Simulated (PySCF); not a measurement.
# Pd: excitation energy

Pd [Kr] 4d10 (1S) → Pd [Kr] 4d9 5p1 (high-spin determinant), as a difference of total energies. All numbers are calculated (PySCF 2.14, scalar relativity by spin-free X2C-1e, in x2c-QZVPPall with one added diffuse shell each of s, p, d, f, g type (14s9p8d5f3g, 143 functions)). Correlated levels: valence: [Kr] frozen; valence and next inner shell: [Ar] 3d10 frozen. The calculations carry no spin-orbit coupling.

| method | excitation energy (eV) |
| --- | --- |
| UHF | 2.841 |
| LDA | 4.833 |
| PBE | 4.499 |
| PBE0 | 4.277 |
| r2SCAN | 4.237 |
| MP2 (valence) | 4.880 |
| SCS-MP2 (valence) | 4.737 |
| MP2 (valence and next inner shell) | 5.053 |
| SCS-MP2 (valence and next inner shell) | 4.820 |

Task: How much does correlation contribute at MP2 (valence and next inner shell)?

Result: 5.053 − (2.841) = 2.212 eV, measured against UHF.

A first-order spin-orbit estimate (lowest level to lowest level, LS coupling) adds -0.158 eV.

The determinant of the upper state mixes LS terms, which raises its energy above the lowest term, most at the Hartree-Fock and MP2 levels.
